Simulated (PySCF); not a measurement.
C3H6Cl, doublet, geometry from GFN2-xTB. Base run: MP2/3-21G in PySCF.

Here is a job for PySCF.
```python
from pyscf import gto, scf, mp

mol = gto.M(
    atom='''
C     0.88196835   -0.69035601   -0.06520633
C     2.33446101   -0.22289527   -0.00871853
C    -0.04521944    0.45133341   -0.21727741
H     0.63004599   -1.24911322    0.84093252
H     0.77187846   -1.39427599   -0.90612752
H     3.00027462   -1.07594315    0.09232763
Cl   -1.68930543    0.26027060    0.15334852
H     2.59685791    0.31448981   -0.91653331
H     2.48724108    0.43935498    0.83925443
H     0.20463477    1.31239464   -0.80956506
''',
    basis='3-21g',
    spin=1,
    verbose=4,
)

mf = scf.UHF(mol)
mf.kernel()

pt = mp.MP2(mf, frozen=8)
pt.kernel()
print('E(MP2) = %.10f' % pt.e_tot)
```

Variants of this job, named by their change:

| change | basis functions | E (Eh) | MP2 correlation (Eh) | SCF-reference HOMO (eV) | SCF-reference dipole (D) | core-seconds (rough) |
|---|---|---|---|---|---|---|
| base | 52 | -573.99087 | -0.29888 | -9.43 | 2.16 | 0.8 |
| basis = STO-3G | 30 | -570.38981 | -0.14514 | -8.25 | 2.10 | 0.5 |
| basis = pcseg-0 | 52 | -575.93137 | -0.30332 | -9.53 | 2.24 | 0.9 |
| basis = 6-31G | 52 | -576.75627 | -0.29377 | -9.42 | 2.17 | 0.9 |
| basis = 6-31G* | 72 | -577.02808 | -0.49358 | -9.26 | 1.85 | 1 |
| basis = def2-SV(P) | 72 | -576.80093 | -0.49503 | -9.26 | 1.64 | 1 |
| basis = cc-pVDZ | 90 | -577.10659 | -0.53974 | -9.22 | 1.79 | 3 |
| basis = def2-SVP | 90 | -576.86133 | -0.53801 | -9.23 | 1.68 | 3 |
| basis = pc-1 | 90 | -577.04856 | -0.54029 | -9.34 | 1.91 | 3 |
| basis = cc-pV(D+d)Z | 95 | -577.11231 | -0.54277 | -9.22 | 1.77 | 5 |
| basis = def2-SVPD | 135 | -576.90278 | -0.56672 | -9.37 | 1.85 | 10 |
| basis = 6-311++G** | 138 | -577.16185 | -0.56804 | -9.30 | 1.87 | 10 |
| basis = aug-cc-pVDZ | 150 | -577.14045 | -0.56651 | -9.27 | 1.85 | 20 |

Totals compare only among sets that treat the same electrons; sets with core potentials leave the core out.

Open shells are given as the SCF converged; they aren't shown to be the lowest states, and a large step between rows can be another state.
